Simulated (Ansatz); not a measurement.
The same ligand exchange along the group V, Nb, Ta.

Isolated molecules relaxed with PBE0-D4/def2-TZVP in Ansatz; ΔE leaves out vibrations. CCSD(T)/CBS is the MP2 limit (def2-TZVPP, def2-QZVPP) plus CCSD(T) − MP2 in def2-TZVPP, frozen cores. This one scheme is used for every species. DFT in def2-TZVPP. Elements past krypton have def2 core potentials. For Nb, Ta, V outer-core shells are correlated without core-valence functions, which leaves a few kJ/mol of doubt a bond. Scalar relativity is left out up to krypton. One conformer a species, not always the lowest.

| reaction | RPA@PBE/def2-TZVPP (kcal/mol) | CCSD(T)/CBS(def2) (kcal/mol) |
| --- | --- | --- |
| `[NH]=[V]([NH2])([Cl])[Cl]` + NH₃ → `[NH]=[V]([NH2])([NH2])[Cl]` + HCl | 16.6 | 17.7 |
| `[NH]=[Nb]([NH2])([Cl])[Cl]` + NH₃ → `[NH]=[Nb]([NH2])([NH2])[Cl]` + HCl | 18.9 | 20.3 |
| `[NH]=[Ta]([NH2])([Cl])[Cl]` + NH₃ → `[NH]=[Ta]([NH2])([NH2])[Cl]` + HCl | 17.6 | 18.9 |

Largest T1 diagnostic: 0.031, for `[NH]=[V]([NH2])([NH2])[Cl]`, so its coupled-cluster energy is less sure.
